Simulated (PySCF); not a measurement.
Se(Br)(OMe) (CH3BrOSe), SMILES CO[Se]Br. Coordinates come from a PBE-D3(BJ)/def2-SVP optimisation. The structure was generated by enumeration, and PubChem lists no compound with its InChIKey, so it may never have been made. Other conformers were not sampled.

Problem. Give the equilibrium geometry at PBE-D3(BJ)/def2-SVP (PySCF confirms it by a frequency run) as Cartesian coordinates in Å. (An estimate is asked for; the answer gives what the named calculation found.)

Solution. This is not unique; one that fits is 
```xyz
7

Se    -0.0383    -0.4683     0.8966
Br     0.8224     1.1308    -0.6331
O     -0.8933    -1.6389    -0.1856
C     -2.1497    -1.2031    -0.7094
H     -2.0104    -0.3761    -1.4397
H     -2.5796    -2.0795    -1.2349
H     -2.8461    -0.8674     0.0892
```
Charge 0, spin multiplicity 1.
